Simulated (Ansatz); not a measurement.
Start from `N[SiH](O)S[SiH3]` and change one atom or group to get `N[SiH](O)CBr`.

Ansatz, PBE0-D4/def2-TZVP geometries, multiplicity 1. Each molecule was computed in one conformer, which needn't be the lowest.

Scalar relativity is left out up to krypton.

```json
{"property": "HOMO–LUMO gap (ωB97M-V/def2-TZVPP) / eV", "`N[SiH](O)S[SiH3]`": "11.41"}
{"property": "LUMO energy (PBE0/def2-TZVPP) / eV", "`N[SiH](O)S[SiH3]`": "0.35"}
{"property": "size of the dipole moment (ωB97M-V/def2-TZVPP) / D", "`N[SiH](O)S[SiH3]`": "2.40"}
{"property": "size of the dipole moment (B3LYP/def2-TZVPP) / D", "`N[SiH](O)S[SiH3]`": "2.39"}
{"property": "LUMO energy (ωB97M-V/def2-TZVPP) / eV", "`N[SiH](O)S[SiH3]`": "1.94"}
{"property": "LUMO energy (PBE/def2-TZVPP) / eV", "`N[SiH](O)S[SiH3]`": "-0.51"}
```

Task: Give the same properties after the change, and the shifts. (An estimate is asked.)

Result: The calculation gave: 
```json
{"property": "HOMO–LUMO gap (ωB97M-V/def2-TZVPP) / eV", "`N[SiH](O)CBr`": "11.54", "shift": "0.13"}
{"property": "LUMO energy (PBE0/def2-TZVPP) / eV", "`N[SiH](O)CBr`": "-0.26", "shift": "-0.61"}
{"property": "size of the dipole moment (ωB97M-V/def2-TZVPP) / D", "`N[SiH](O)CBr`": "1.84", "shift": "-0.56"}
{"property": "size of the dipole moment (B3LYP/def2-TZVPP) / D", "`N[SiH](O)CBr`": "1.85", "shift": "-0.54"}
{"property": "LUMO energy (ωB97M-V/def2-TZVPP) / eV", "`N[SiH](O)CBr`": "1.70", "shift": "-0.24"}
{"property": "LUMO energy (PBE/def2-TZVPP) / eV", "`N[SiH](O)CBr`": "-1.24", "shift": "-0.73"}
```

With PBE0 the HOMO falls by 0.30 eV and the LUMO falls by 0.61 eV, so the gap narrows by about 0.31 eV. PBE moves the HOMO by -0.17 eV and ωB97M-V by -0.37 eV. Dipoles are sizes alone; their direction can turn.

B3LYP here is the variant with VWN-RPA as its local correlation; programs differ in this.

Spin–orbit coupling is left out; it splits and shifts lone-pair levels of the heavy atoms by tenths of an eV.
